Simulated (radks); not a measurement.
Problem. Radial electron density D(r) = 4 pi r^2 rho(r) of an atom or ion with 19 electrons. Method: Dirac Kohn-Sham, PBE, spin-unpolarised, spherical densities, finite nucleus; Fermi nuclear charge, rms radius of each element as measured or else 0.836 A^(1/3) + 0.57 fm; computed with a radial shooting solver on a logarithmic mesh with Libxc functionals.

```
   r/bohr * D(r) (the largest magnitude, 29.5, reaches the edge; | marks zero)
 0.002501 |*
 0.003283 | *
 0.004309 |  *
 0.005701 |    *
 0.007483 |       *
 0.009822 |           *
  0.01289 |                 *
  0.01692 |                         *
  0.02221 |                                  *
  0.02939 |                                           *
  0.03858 |                                                 *
  0.05063 |                                                  *
  0.06646 |                                             *
  0.08724 |                                       *
   0.1145 |                                       *
   0.1503 |                                              *
   0.1989 |                                                      *
    0.261 |                                                  *
   0.3426 |                                 *
   0.4497 |                  *
   0.5903 |                *
   0.7748 |                   *
    1.025 |                *
    1.346 |       *
    1.766 | *
    2.318 *
    3.043 *
    3.994 *
    5.285 *
    6.937 *
    9.106 *
```

What is the nuclear charge?

Solution. Z = 23. The innermost maximum, from 1s, lies near gamma/Z bohr with gamma = sqrt(1 - (Z/c)^2) = 0.986, here 0.0429 bohr (found: 0.0460), and its height grows with Z. The density is that of the vanadium ion V4+ in [Ne] 3s1.75 3p6 3d1 4f0.25; the configuration itself is not fixed sharply by these data, and Z only to about a unit. D(r) has 3 maxima, at r = 0.0460, 0.214, 0.800 bohr, and minima at 0.103, 0.532 bohr, inside which lie 2.14, 10.43 electrons.
